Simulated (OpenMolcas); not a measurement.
Ni4+, Pd4+, Pt4+: d⁶ down the group

```json
{
  "Program": "OpenMolcas",
  "Method": "MS-CASPT2, IPEA 0.25 Eh, imaginary shift 0.1 Eh",
  "Basis": "ANO-R2",
  "Scalar Hamiltonian": "X2C, finite nucleus",
  "Spin-orbit coupling": "RASSI with atomic mean-field integrals over the reference wave functions, term energies averaged over their components"
}
```

Active space for each ion: 6 electrons in 10 orbitals (d d); closed shells correlated by CASPT2: Ni4+ 3s 3p; Pd4+ 4s 4p; Pt4+ 5s 5p.

Computed levels in cm-1 above ⁵D₄:

```
                               Level   Ni4+   Pd4+   Pt4+
                                 ⁵D₃    820   1998   7520
                                 ⁵D₁   1733   3780  10810
                                 ⁵D₀   1906   4120  11020
                                 ³H₆  28130  20410  22650
                                 ³H₅  28490  20660  34820
                              ³P₁(1)  29430  25460  42200
                              ³F₂(1)  30810  23640  26740
                                 ³G₅  34260  25700  22030
                                 ³G₄  35000  27180  34040
weight of ⁵D in the lowest level (%)    100     98     80
```

Mixed levels, with the weight of the term that names them: Pt4+ ³H₅ (52 %), Pt4+ ³P₁(1) (68 %), Pt4+ ³F₂(1) (67 %), Pt4+ ³G₅ (52 %), Pt4+ ³G₄ (58 %).

Measured, with the error of the calculation in %. Measured levels: Ni4+ from Corliss and Sugar, J. Phys. Chem. Ref. Data 10, 197 (1981).

```csv
Level,Ni4+
⁵D₃,890 (-7.9)
⁵D₁,1872 (-7.4)
⁵D₀,2058 (-7.3)
³H₆,27111 (+3.8)
³H₅,27578 (+3.3)
³P₁(1),28698 (+2.5)
³F₂(1),29899 (+3.1)
³G₅,33256 (+3.0)
³G₄,34062 (+2.8)
```

The fine-structure level ⁵D₀ changes by a factor of 5.78 from Ni4+ to Pt4+.

Without spin-orbit coupling ³H lies 27720, 19410, 18090 cm-1 above ⁵D in that order; the difference to the level ³H₆, of either sign, comes from spin-orbit coupling, which also lowers the zero.

Term energies are means over components that CASPT2 splits; among the terms shown or strongly mixed into the levels shown the widest spread is 1400 cm-1 (5d⁶ ¹I, Pt4+). Active for correlation alone: 4d; no level in the range computed is led by a configuration that fills it, so any true level of that kind is missing (holds for Ni4+). Active for correlation alone: 5d; no level in the range computed is led by a configuration that fills it, so any true level of that kind is missing (holds for Pd4+). Active for correlation alone: 6d; no level in the range computed is led by a configuration that fills it, so any true level of that kind is missing (holds for Pt4+). The CASPT2 spread within a term exceeds the gap to the next term for 5d⁶ ¹I and 5d⁶ ¹G(1), so the order of their levels is uncertain (holds for Pt4+). Measured partners are found by configuration, term and J. A level has none where our copy of the source lacks it or the pairing is in doubt (some pairs that miss far off the trend of their configuration count as doubtful), and it then counts in no deviation. Only configurations of the active space appear.

A number in round brackets counts repeated terms of one configuration in the order of the reference energies.
